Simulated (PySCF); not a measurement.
O3Zr, SMILES [O]=[Zr]1[O][O]1, multiplicity 1.

Geometry: B3LYP-D3(BJ)/def2-TZVP. The spin state was assumed, not searched. The def2 effective core potentials stand for the cores of Zr; spin–orbit coupling is left out.

Computed with CAM-B3LYP/def2-TZVPD (PySCF).

Task: Estimate the frontier levels, gap, dipole moment and polarisability. (An estimate is asked for; the answer gives what the named calculation found.)

Result: 
```json
{
  "highest_occupied_level": "-8.32 eV",
  "lowest_empty_level": "-2.43 eV",
  "orbital_gap": "5.89 eV",
  "dipole_moment": "7.85 D",
  "quadrupole, principal values (traceless, Buckingham form, about the centre of nuclear charge)": "-17.44, 7.38, 10.06 D·Å",
  "mean_static_polarisability": "44.4 bohr³ (6.57 Å³)",
  "polarisability_principal_values": "36.1, 37.3, 59.6 bohr³"
}
```
